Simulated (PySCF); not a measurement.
A side-by-side comparison of computed properties.

First species: 4-chloroanisole, C7H7ClO.
Numbering: `[CH3:1][O:2][c:3]1[cH:4][cH:5][c:6]([Cl:7])[cH:8][cH:9]1` (hydrogens: H10, H11, H12 on C1; H13 on C4; H14 on C5; H15 on C8; H16 on C9)

Second species: C6H8O2.
SMILES: `O1C(C[C@@H]1C(C)=C)=O`

Levels: wB97X-D/def2-SVPD for dipole moment, HOMO energy, LUMO energy, HOMO–LUMO gap, static isotropic polarisability and electronic spatial extent ⟨r²⟩ about the centre of nuclear charge; TDDFT wB97X-D/def2-SVPD for lowest singlet excitation; TDA wB97X-D/def2-SVPD for lowest triplet excitation (Tamm–Dancoff); GFN2-xTB for rotational constant A and rotational constant C. Geometries: GFN2-xTB. Each structure is a single optimised conformer of the isolated species, non-relativistic unless stated; the electronic structure was computed with PySCF and density fitting.

The conformers computed, where there is a choice (atom-mapped SMILES and torsion angles):
- `[CH3:1][O:2][c:3]1[cH:4][cH:5][c:6]([Cl:7])[cH:8][cH:9]1`: C1–O2–C3–C4 180°
- `[CH2:1]=[C:2]([CH3:3])[C@H:4]1[CH2:5][C:6](=[O:7])[O:8]1`: C1–C2–C4–C5 -94°

(1) Which has the higher HOMO–LUMO gap?

(2) Which has the higher S1 energy?

(3) Which of the two has the higher ⟨r²⟩, and by how much?

(4) Which has the higher HOMO energy?

(5) Which of the two has the higher static isotropic polarisability, and by how much?

(6) Which of the two has the higher LUMO energy, and by how much?

(7) Which has the higher T1 energy?

(8) Which has the higher dipole moment?

Answers

(1) The second: 11.27 eV against 9.38 eV, a difference of 1.89 eV.

(2) The second: 6.00 eV against 5.03 eV, a difference of 0.97 eV.

(3) The first: 1735 bohr² against 1019 bohr², a difference of 716 bohr².

(4) The first: -8.24 eV against -9.54 eV, a difference of 1.30 eV.

(5) The first: 99.8 au against 74.7 au, a difference of 25.1 au.

(6) The second: 1.73 eV against 1.14 eV, a difference of 0.59 eV.

(7) The second: 4.57 eV against 4.01 eV, a difference of 0.56 eV.

(8) The second: 4.71 D against 2.78 D, a difference of 1.93 D.

On the first: The dipole matches unit charges of opposite sign 0.58 Å apart (1 e·Å = 4.8032 D). No computed singlet falls in the visible range (750 to 380 nm, 1.65 to 3.26 eV); S1 lies 1.77 eV above its blue end.

On the second: The polarisability is 11.07 Å³ as a volume (1 au = 0.148185 Å³), or 1.24 au for each of the 60 electrons.
